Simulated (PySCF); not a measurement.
# Silicon: a sound run and one with changed settings

Sound run: Si⁺ [Ne] 3s2 3p1, Si²⁺ [Ne] 3s2. Computed with PySCF 2.14 in jorge-DZP-DKH (7s4p1d, 24 functions), with the spin-free X2C one-electron Hamiltonian (Gaussian nucleus). The sound run starts from symmetry-adapted Hartree-Fock orbitals and uses a fine grid where one is needed.

Changed run: initial guess minao, at most 2 SCF cycles. This setting is unsound on purpose.

```
species  method  sound run (hartree)  changed run (hartree)  converged
    Si⁺     UHF           -289.16977             -289.16636         no
    Si⁺     PBE           -289.53008             -289.52766         no
    Si⁺    BP86           -289.70234             -289.70002         no
   Si²⁺     UHF           -288.58955             -288.58815         no
   Si²⁺     PBE           -288.92764             -288.92588         no
   Si²⁺    BP86           -289.09732             -289.09567         no
```

The SCF was stopped early; the energies are upper bounds that still move, and correlated levels were skipped or rest on poor orbitals.
